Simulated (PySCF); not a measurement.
## Dipole moment and polarisability of `[SiH3][SiH2][Si@H]([SiH3])S`

Species: H10SSi4.
Structure used (GFN2-xTB), in Å, numbered top down from 1:
```xyz
15
H10SSi4 angstrom
Si     2.5577    0.9475    0.4209
Si     1.0198    0.1954   -1.1477
Si    -0.9032   -0.8674   -0.3447
Si    -2.8132    0.3542    0.1496
S     -0.3760   -1.8531    1.5425
H      2.0138    0.8605    1.7762
H      3.7933    0.1604    0.3945
H      2.9337    2.3450    0.1971
H      1.6736   -0.7080   -2.1119
H      0.5200    1.2901   -1.9964
H     -1.2418   -2.0384   -1.1724
H     -3.8137   -0.3448    0.9556
H     -2.4556    1.5815    0.8655
H     -3.4504    0.7523   -1.1077
H      0.5376   -2.6671    1.0401
```

Level: B3LYP/def2-SVPD (PySCF), static field, nuclei fixed, core orbitals frozen in the response. The polarisability tensor in these axes (au):

```
x   166.40   6.40   0.60
y     6.40 130.76  -7.53
z     0.60  -7.53 131.26
```

Question: What are the eigenvalues, a third of the trace, and Δα (Δα² = ½Σ(αi − αj)² over the three pairs)?

Answer: Principal values 122.88, 138.01 and 167.53 au; mean 142.81 au = 21.16 Å³ = 23.55 × 10⁻⁴⁰ C²·m²/J; Δα = 39.33 au (28 % of the mean).

Question: What is the dipole moment, and where does it point?

Answer: (0.25, 0.33, -1.13) D, 1.21 D in size, pointing from the negative to the positive side. Measured along this direction, the outermost atoms are S5 at the negative end and H10 at the positive end.

Question: What would n − 1 = 2πNα be for an ideal gas of these molecules at 298.15 K and 1 atm, electronic part alone?

Answer: N = p/kT = 2.4615 × 10¹⁹ cm⁻³, so n − 1 = 2π × N × 21.16 × 10⁻²⁴ cm³ = 3273 × 10⁻⁶ at long wavelengths, for an ideal gas.

Question: In TDDFT the mean static polarisability is Σ f/ω² over all singlet excitations (ω in hartree). How much of it do the 8 lowest give? Their energies (eV) and oscillator strengths: 4.66, 0.0029; 5.07, 0.0063; 5.46, 0.0086; 5.68, 0.0352; 6.08, 0.0869; 6.13, 0.0379; 6.25, 0.0029; 6.35, 0.1071.

Answer: They add up to 5.81 au, 4.1 % of the 142.81 au; the largest single term is 1.97 au, from the state at 6.35 eV. Terms in order: 0.10, 0.18, 0.21, 0.81, 1.74, 0.75, 0.06, 1.97 au. Higher excitations give the rest. The strengths listed sum to 0.288.

Question: What depolarisation ratio follows for Rayleigh scattering of linearly polarised light, taking the static tensor?

Answer: ρ = 3Δα²/(45ᾱ² + 4Δα²) = 4640.5/(917704 + 6187.4) = 0.00502.

Geometry: GFN2-xTB, one conformer, isolated molecule. GFN2-xTB frequencies show an imaginary mode (26i cm⁻¹), so this geometry is no minimum at that level.
